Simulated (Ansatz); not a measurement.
C2H6F2Si2 can be A, `C=C[SiH](F)[SiH2]F`, or B, `F[Si@H]1C[Si@H](F)C1`.

Gas-phase electronic energies from Ansatz, PBE0-D4/def2-TZVP geometries. CCSD(T)/CBS is the MP2 limit (def2-TZVPP, def2-QZVPP) plus CCSD(T) − MP2 in def2-TZVPP, frozen cores. Functionals use def2-TZVPP. B3LYP here is the variant with VWN-RPA as its local correlation; programs differ in this. One conformer a species, not always the lowest.

Problem. Which isomer does CCSD(T)/CBS put lower? Give the gap. (Estimate.)

Solution. Computed: B, by 145.9 kJ/mol.

Problem. Give E(B) − E(A) in kJ/mol with CCSD/def2-TZVPP, PBE0-D4, B3LYP, CCSD(T)/def2-TZVPP, B2PLYP, r2SCAN-D4, ωB97M-V. (Estimate.)

Solution. Ansatz gave: CCSD/def2-TZVPP -141.4, PBE0-D4 -156.9, B3LYP -123.9, CCSD(T)/def2-TZVPP -142.5, B2PLYP -136.7, r2SCAN-D4 -155.9, ωB97M-V -159.8. None reverses the order clearly.

Largest T1 diagnostic: 0.012.

In def2-TZVPP, CCSD(T) changes the Hartree–Fock value by −28.7 kJ/mol (the triples alone add −1.0 kJ/mol) and MP2 by −48.5 kJ/mol. The D4 term adds −4.6 kJ/mol with B3LYP and −2.0 kJ/mol with PBE0; it sums over pairs of atoms, weighted by their polarisabilities, and B3LYP, whose exchange is more repulsive, gets the larger term.
